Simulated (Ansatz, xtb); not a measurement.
**Two isomers of CH6Cl2GeSi**

Structure X: `[SiH3][CH2][GeH]([Cl])[Cl]`, a singlet. Structure Y: `ClC[Si@H](Cl)[GeH3]`, a singlet. Both are isolated molecules in the gas phase, relaxed with B3LYP-D3(BJ)/def2-SVP; the shapes shown needn't be the lowest conformers.

X (Å):

```yaml
atoms:
  - { symbol: C, position_ang: [0.5471, 0.0360, -0.2518] }
  - { symbol: Cl, position_ang: [-1.6268, -0.9170, 2.1116] }
  - { symbol: Cl, position_ang: [-2.4925, -0.9666, -1.2897] }
  - { symbol: Ge, position_ang: [-1.3420, 0.1049, 0.2112] }
  - { symbol: Si, position_ang: [1.7424, 0.2851, 1.2000] }
  - { symbol: H, position_ang: [1.3154, 1.4641, 2.0074] }
  - { symbol: H, position_ang: [3.1101, 0.5421, 0.6626] }
  - { symbol: H, position_ang: [1.7713, -0.9249, 2.0625] }
  - { symbol: H, position_ang: [0.7139, 0.8122, -1.0177] }
  - { symbol: H, position_ang: [0.7322, -0.9401, -0.7276] }
  - { symbol: H, position_ang: [-1.9457, 1.5097, 0.3508] }
```

Y (Å):

```xyz
11

C    -0.3561   -0.6853   -1.2192
Cl   -0.5456    0.7394   -2.3265
Cl    0.8662   -1.7242    1.5605
Ge   -0.1337    1.7802    1.2764
Si    0.7819   -0.1395    0.1925
H    -1.3542   -0.9679   -0.8567
H     0.0583   -1.5194   -1.8029
H     2.1515    0.0823   -0.3421
H     0.5191    1.9572    2.6619
H     0.0911    3.0583    0.4476
H    -1.6482    1.5592    1.4674
```

Q: Estimate which is lower in electronic energy at CCSD(T)/def2-SVP + ΔMP2/def2-TZVPP, and by roughly how much.

A: The CCSD(T)/def2-SVP + ΔMP2/def2-TZVPP calculation puts structure X lower, by 1.176 eV.

How the difference moves with the method:

```
                             level               geometry  E(Y) − E(X) (eV)  departure from the last row (eV)  job, with rough time for the two
             B3LYP-D3(BJ)/def2-SVP  B3LYP-D3(BJ)/def2-SVP              +1.135                            −0.041             optimisation, 2.6 min
                       HF/def2-SVP  B3LYP-D3(BJ)/def2-SVP              +1.365                            +0.190           part of the CCSD(T) run
                      MP2/def2-SVP  B3LYP-D3(BJ)/def2-SVP              +1.293                            +0.118           part of the CCSD(T) run
                  CCSD(T)/def2-SVP  B3LYP-D3(BJ)/def2-SVP              +1.206                            +0.030                      single point
CCSD(T)/def2-SVP + ΔMP2/def2-TZVPP  B3LYP-D3(BJ)/def2-SVP              +1.176                                                  single point, 84 s
```

As drawn, Y has 1 C–Cl, 1 Cl–Si, 1 Ge–Si, 2 Ge–H in place of 1 C–Ge, 2 Cl–Ge, 2 Si–H.

The levels shown agree on the order. The largest departure from CCSD(T)/def2-SVP + ΔMP2/def2-TZVPP is that of HF/def2-SVP, 0.190 eV. Levels run at GFN2-xTB geometries aren't shown. The last row adds to CCSD(T) the change of the MP2 difference between the two basis sets, here −0.030 eV.

With thermal terms from frequencies at re-optimised GFN2-xTB minima (ideal gas, soft modes damped towards free rotors, one conformer each, 298.15 K, 1 atm): on the last row, ΔE + ΔZPE = +1.205, ΔH = +1.195, ΔG = +1.215 eV.

The correlated steps freeze 25 core orbitals; the filled d shell of Ge is correlated, in a basis made for valence electrons. Mirror images aren't counted in ΔG. Programs: Ansatz 0.2.0, xtb 6.7.1; the last row on 2 threads of Intel(R) Xeon(R) Processor @ 2.70GHz on a shared host.
